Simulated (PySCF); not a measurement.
**Correlation energy of Zn²⁺ (zinc, charge +2)**

[Ar] 3d10, closed-shell 1S. All numbers are calculated (PySCF 2.14, a scalar-relativistic core potential, in aug-cc-pwCVDZ-PP with ECP10MDF (6s6p5d3f, 70 functions)). Frozen: 3s2 3p6; 10 electrons correlated.

| level | correlation energy (mhartree) |
| --- | --- |
| CCSD | -399.29 |
| (T) | -9.80 |
| CCSD(T) | -409.09 |

Diagnostics: T1 = 0.0066, D1 = 0.0093, largest double amplitude 0.016.

Cost of the coupled-cluster step: of the order of 2.8 core-seconds, for 10 correlated electrons.

Iterations:

```
CC2 = 0
CCSD nocc = 5, nmo = 66
frozen orbitals [0, 1, 2, 3]
max_cycle = 100
direct = 0
conv_tol = 1e-08
conv_tol_normt = 1e-06
diis_space = 8
diis_start_cycle = 0
Init t2, MP2 energy = -225.487822043203  E_corr(MP2) -0.441893152606757
Init E_corr(CCSD) = -0.441893152607108
cycle = 1  E_corr(CCSD) = -0.388512440683953  dE = 0.0533807119  norm(t1,t2) = 0.0356073
cycle = 2  E_corr(CCSD) = -0.402021443541768  dE = -0.0135090029  norm(t1,t2) = 0.0137155
cycle = 3  E_corr(CCSD) = -0.399480074402729  dE = 0.00254136914  norm(t1,t2) = 0.00630718
cycle = 4  E_corr(CCSD) = -0.399234766249497  dE = 0.000245308153  norm(t1,t2) = 0.000316708
cycle = 5  E_corr(CCSD) = -0.399285639039166  dE = -5.08727897e-05  norm(t1,t2) = 0.000108432
cycle = 6  E_corr(CCSD) = -0.399291081823715  dE = -5.44278455e-06  norm(t1,t2) = 9.36201e-06
cycle = 7  E_corr(CCSD) = -0.399289971872309  dE = 1.10995141e-06  norm(t1,t2) = 3.27464e-06
cycle = 8  E_corr(CCSD) = -0.399289761216747  dE = 2.10655561e-07  norm(t1,t2) = 3.51705e-07
cycle = 9  E_corr(CCSD) = -0.399289768403006  dE = -7.18625864e-09  norm(t1,t2) = 4.84745e-08
CCSD converged
E(CCSD) = -225.4452186589992  E_corr = -0.3992897684030061
CCSD(T) correction = -0.00980162503820793
```
